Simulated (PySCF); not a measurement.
# Ionisation energy of Co²⁵⁺ by level of theory

Co²⁵⁺ 1s2 → Co²⁶⁺ 1s1 [1s1/2^1, M_J = 1/2], as a difference of total energies. All numbers are calculated (PySCF 2.14, the two-component X2C-1e Hamiltonian, in an even-tempered Gaussian basis (15 s from 31 bohr⁻², ratio 2.4; 9 p from 40 bohr⁻², ratio 2.4; 3 d from 130 bohr⁻², ratio 2.6; 3 f from 190 bohr⁻², ratio 2.6)). Correlated levels: nothing frozen; the 28 highest virtual spinors dropped. "Screened" scales the spin-orbit matrix elements by Boettger's factors to mimic the two-electron term; Breit and QED terms are absent.

```json
{"method": "GHF (screened spin-orbit)", "ionisation energy (eV)": "9550.4"}
{"method": "GMP2 (screened spin-orbit)", "ionisation energy (eV)": "9551.7"}
{"method": "GHF (bare spin-orbit)", "ionisation energy (eV)": "9550.4"}
{"method": "GMP2 (bare spin-orbit)", "ionisation energy (eV)": "9551.7"}
```

For comparison: 9544.2 eV (theoretical estimate listed by NIST; NIST Atomic Spectra Database, ionization energies).
